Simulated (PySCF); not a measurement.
How methods differ on the excitation energy of Zn⁺

Zn⁺ [Ar] 3d10 4s1 (2S) → Zn⁺ [Ar] 3d9 4s2 (2D), as a difference of total energies. All numbers are calculated (PySCF 2.14, the spin-free X2C one-electron Hamiltonian (Gaussian nucleus), in x2c-QZVPPall (11s7p6d4f2g, 108 functions)). Correlated levels: valence: [Ar] frozen; valence and next inner shell: [Ne] frozen. The calculations carry no spin-orbit coupling.

Question: Order these methods by the excitation energy they give, lowest first.
A. PBE0
B. SCS-MP2 (valence and next inner shell)
C. revPBE
D. PBE

Answer: A (62516 cm⁻¹), D (64009 cm⁻¹), C (64328 cm⁻¹), B (66865 cm⁻¹).

Errors of the correlated levels include the incompleteness of this basis and the frozen core.

For comparison: 63798 cm⁻¹ (measured; NIST levels, between the centres of gravity of the two terms).
